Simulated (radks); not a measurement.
Neutral boron, configuration [He] 2s2 4f1 (not the ground configuration).

Method: non-relativistic Kohn-Sham, PBEsol, spin-polarised, spherical densities, point nucleus; open shells are filled with parallel spins first; computed with a radial shooting solver on a logarithmic mesh with Libxc functionals.

Energy parts (hartree):
total: -24.19768
kinetic: 24.10091
electron-nucleus: -54.73594
Hartree: 9.86986
exchange-correlation: -3.43251

Orbitals (lengths in bohr, moments of r in powers of bohr; <r^-3> diverges for s and p1/2):
orbital,occ.,eigenvalue (hartree),<r^-3>
1s down,1,-7.00959,-
1s up,1,-7.00958,-
2s up,1,-0.64797,-
2s down,1,-0.64796,-
4f up,1,-0.01721,0.0003595

The highest occupied level is 4f up at -0.468 eV. The density falls to 0.001 e/bohr^3 at r = 3.33 bohr. Virial ratio -V/T = 2.00402. Summed over all electrons, <r^2> = 319.9 bohr^2, which gives a Langevin (diamagnetic) susceptibility term of -253 x 10^-6 cm^3/mol. Spin moment in Bohr magnetons: 1. The spin density at the nucleus is -0.0001890 e/bohr^3 (1s -0.0000063, 2s -0.0001827), a Fermi contact field of -0.00991 T.
